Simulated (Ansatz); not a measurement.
Ansatz (an electronic-structure program) input (CCSD(T)/aug-cc-pVDZ):

Ansatz 0.2 input:
```yaml
crystal:
  periodic: [false, false, false]
  atoms:
    - {symbol: C, position_ang: [-2.53984041, -0.12566073, -0.68907095]}
    - {symbol: C, position_ang: [-1.30014304, -0.23670228, 0.10983297]}
    - {symbol: C, position_ang: [-0.78000917, 1.10848590, 0.67983784]}
    - {symbol: C, position_ang: [0.75619431, 0.96514235, 0.80314120]}
    - {symbol: C, position_ang: [1.10673715, -0.43752812, 0.26002583]}
    - {symbol: C, position_ang: [2.47646885, -0.52538300, -0.39763931]}
    - {symbol: C, position_ang: [-0.06805458, -0.76689932, -0.66420078]}
    - {symbol: H, position_ang: [-2.63963634, 0.66173984, -1.42638954]}
    - {symbol: H, position_ang: [-3.31571057, -0.87707109, -0.64683730]}
    - {symbol: H, position_ang: [-1.47149061, -0.92680227, 0.94277014]}
    - {symbol: H, position_ang: [-1.26308971, 1.34696339, 1.62747961]}
    - {symbol: H, position_ang: [-1.03437184, 1.91333006, -0.01313685]}
    - {symbol: H, position_ang: [1.10630427, 1.09518372, 1.82803948]}
    - {symbol: H, position_ang: [1.25819203, 1.72677367, 0.20159188]}
    - {symbol: H, position_ang: [1.07674826, -1.14686645, 1.09486410]}
    - {symbol: H, position_ang: [3.27090902, -0.26085300, 0.30410321]}
    - {symbol: H, position_ang: [2.54064382, 0.16040029, -1.24676827]}
    - {symbol: H, position_ang: [2.67941683, -1.53367949, -0.76523731]}
    - {symbol: H, position_ang: [0.03200821, -0.21958041, -1.60798361]}
    - {symbol: H, position_ang: [-0.14804178, -1.82826708, -0.90405644]}
basis:
  gaussian:
    orbitals: aug-cc-pVDZ
magnetization: {spin_polarized: true, initial_magnetization: 1}
correlation: {method: ccsd_t, electrons: outside_noble_gas}
output: {forces: true}
```

End of the output:

```
cycle   9  -29.71444824 eV  change    1.8e-5 eV  update   4.3e-5
cycle  10  -29.71441772 eV  change    3.1e-5 eV  update   1.8e-5
cycle  11  -29.71442544 eV  change   -7.7e-6 eV  update   7.7e-6
cycle  12  -29.71442992 eV  change   -4.5e-6 eV  update   2.7e-6
perturbative correction -1.05655227 eV, -0.0388275797 hartree
the calculation of the forces begins
mean field evaluation 32: about -7418.7270 eV, gradient 2.1e-6 eV
1.61 GiB of device memory are held for the factors and their scratch space
Total energy: -7449.49796269 eV, -273.7640006776 hartree
Atom 0 at    -2.539840    -0.125661    -0.689071 Å, force    -0.181352     0.049851    -0.050180 eV/Å
Atom 1 at    -1.300143    -0.236702     0.109833 Å, force     0.303530     0.004891     0.114308 eV/Å
Atom 2 at    -0.780009     1.108486     0.679838 Å, force    -0.001535    -0.083001    -0.018609 eV/Å
Atom 3 at     0.756194     0.965142     0.803141 Å, force    -0.015598    -0.052863    -0.016809 eV/Å
Atom 4 at     1.106737    -0.437528     0.260026 Å, force     0.013748     0.018671    -0.020386 eV/Å
Atom 5 at     2.476469    -0.525383    -0.397639 Å, force    -0.051005     0.011629     0.018619 eV/Å
Atom 6 at    -0.068055    -0.766899    -0.664201 Å, force    -0.053686     0.037037     0.047888 eV/Å
Atom 7 at    -2.639636     0.661740    -1.426390 Å, force    -0.047364     0.381796    -0.362362 eV/Å
Atom 8 at    -3.315711    -0.877071    -0.646837 Å, force    -0.373283    -0.363370     0.011774 eV/Å
Atom 9 at    -1.471491    -0.926802     0.942770 Å, force    -0.067550    -0.305155     0.373649 eV/Å
Atom 10 at    -1.263090     1.346963     1.627480 Å, force    -0.221191     0.103165     0.440115 eV/Å
Atom 11 at    -1.034372     1.913330    -0.013137 Å, force    -0.119496     0.358963    -0.341586 eV/Å
Atom 12 at     1.106304     1.095184     1.828039 Å, force     0.159527     0.051693     0.469566 eV/Å
Atom 13 at     1.258192     1.726774     0.201592 Å, force     0.234156     0.337338    -0.293228 eV/Å
Atom 14 at     1.076748    -1.146866     1.094864 Å, force    -0.024734    -0.313967     0.372796 eV/Å
Atom 15 at     3.270909    -0.260853     0.304103 Å, force     0.347016     0.117979     0.320967 eV/Å
Atom 16 at     2.540644     0.160400    -1.246768 Å, force     0.007140     0.316470    -0.375579 eV/Å
Atom 17 at     2.679417    -1.533679    -0.765237 Å, force     0.082127    -0.455506    -0.157103 eV/Å
Atom 18 at     0.032008    -0.219580    -1.607984 Å, force     0.047565     0.284667    -0.428261 eV/Å
Atom 19 at    -0.148042    -1.828267    -0.904056 Å, force    -0.038016    -0.500289    -0.105578 eV/Å
Dipole moment:     0.073320    -0.035987     0.038852 e Å
```

It need not be the lowest isomer of its formula.
